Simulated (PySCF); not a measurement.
Family: H-ended aluminium nitride flakes. Gas-phase values, no solvent. Each species was relaxed from one start; no search for lower structures was made at this level. Strings in code marks are SMILES.

These are B3LYP-D3(BJ)/def2-SVP run with PySCF values and carry that method's errors. B3LYP has the VWN-RPA correlation part, as in Gaussian. Delta-SCF ions had no search for a lower state. 

| species | vertical ionisation energy (Delta-SCF) (eV) | LUMO (eV) | dipole moment (D) | HOMO–LUMO gap (eV) |
|---|---|---|---|---|
| aluminium nitride flake of 1 rings (benzene shape) `[NH]1[AlH][NH][AlH][NH][AlH]1` | 8.90 | -0.14 | 0.00 | 6.74 |
| aluminium nitride flake of 2 rings (naphthalene shape) `[NH]1[AlH][NH][Al]2[NH][AlH][NH][AlH][N]2[AlH]1` | 8.29 | -0.56 | 1.41 | 6.08 |
| aluminium nitride flake of 4 rings (pyrene shape) `[NH]1[AlH][N]2[AlH][NH][Al]3[NH][AlH][NH][Al]4[NH][AlH][N]([AlH]1)[Al]2[N]34` | 8.00 | -0.89 | 1.62 | 5.66 |
